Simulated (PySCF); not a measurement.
Excitations are Tamm–Dancoff values on a coarser integration grid. The basis has no diffuse functions, so Rydberg states are missing or too high.

Species: CH$_{4}$OSi, SMILES `O=C[SiH3]` (charge 0, multiplicity 1).

What S1–T1 gap (TDA), HOMO, dipole moment, HOMO–LUMO gap, LUMO, S1 oscillator strength, S1 excitation (TDA) and brightest of the four lowest singlets (TDA) does M06-2X/def2-TZVP // B3LYP-D3(BJ)/def2-TZVP run with PySCF give?


| Quantity | Value |
|---|---|
| S1–T1 gap (TDA) | 0.58 eV |
| HOMO | -8.57 eV |
| dipole moment | 2.34 D |
| HOMO–LUMO gap | 8.07 eV |
| LUMO | -0.51 eV |
| S1 oscillator strength | 0.001 |
| S1 excitation (TDA) | 3.07 eV |
| brightest of the four lowest singlets (TDA) | 6.96 eV |
